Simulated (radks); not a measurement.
Charge is removed step by step from the 5s1/2 level of the thulium ion Tm2+, starting from [Xe] 4f13. Method: Dirac Kohn-Sham, PBE, spin-unpolarised, spherical densities, point nucleus; open shells fill j = l - 1/2 first; computed with a radial shooting solver on a logarithmic mesh with Libxc functionals.

removed (e),E - E(0) (eV),eigenvalue (eV),E minus straight line (eV)
0,0.000,-67.877,0.000
0.25,17.429,-71.568,-1.417
0.5,35.791,-75.337,-1.901
0.75,55.103,-79.174,-1.434
1,75.383,-83.072,0.000

Removing the whole electron costs 75.383 eV by Delta-SCF, against 67.877 eV from minus the eigenvalue at the starting occupation. Slater's transition state (half an electron removed) gives 75.337 eV. Integrating minus the eigenvalue over the occupation (Janak's theorem) gives 75.383 eV. The mean slope of the eigenvalue, de/dn, is 15.2 eV per electron.
